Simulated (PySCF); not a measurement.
# Two-component Hartree-Fock for Se(16+) (selenium, charge +16)

Start: [Ar]. Calculated with PySCF 2.14 in an uncontracted even-tempered set (19 s from 1.5 bohr⁻², ratio 2.4; 14 p from 1.9 bohr⁻², ratio 2.4; 5 d from 10 bohr⁻², ratio 2.6; 4 f from 16 bohr⁻², ratio 2.6): generalised Hartree-Fock with the X2C-1e Hamiltonian and a Gaussian nucleus; one run each with spin-orbit coupling (SO) switched off, then screened by Boettger's factors.

| spinor shell | electrons | ε, spin-free (eV) | ε, screened SO (eV) | weight of nominal j (screened SO) | rms radius, screened SO (bohr) |
| --- | --- | --- | --- | --- | --- |
| 1s1/2 | 2 | -13307.9 | -13307.6 | 1.000 | 0.0508 |
| 2s1/2 | 2 | -2267.9 | -2267.8 | 1.000 | 0.210 |
| 2p1/2 | 2 | -2059.3 | -2088.2 | 1.000 | 0.185 |
| 3s1/2 | 2 | -726.55 | -726.53 | 1.000 | 0.544 |
| 3p1/2 | 2 | -653.39 | -659.11 | 1.000 | 0.538 |
| 3p3/2 | 4 | -653.39 | -650.63 | 1.000 | 0.545 |

Problem. Where does 2p3/2 lie, and what is the 2p spin-orbit splitting (screened SO)?

Solution. At -2045.4 eV, 42.884 eV above 2p1/2.

| quantity | spin-free | screened SO |
| --- | --- | --- |
| E (hartree) | -2299.69811 | -2299.82137 |
| M_J | 0 | 0 |
| ⟨J²⟩ | 0.000 | 0.000 |
| ⟨L²⟩ | 0.000 | 0.002 |
| ⟨S²⟩ | 0.000 | 0.002 |

Without spin-orbit coupling the j labels of p, d and f shells carry no meaning; the spin-free column gives the mean over the occupied spinors of each nl shell.
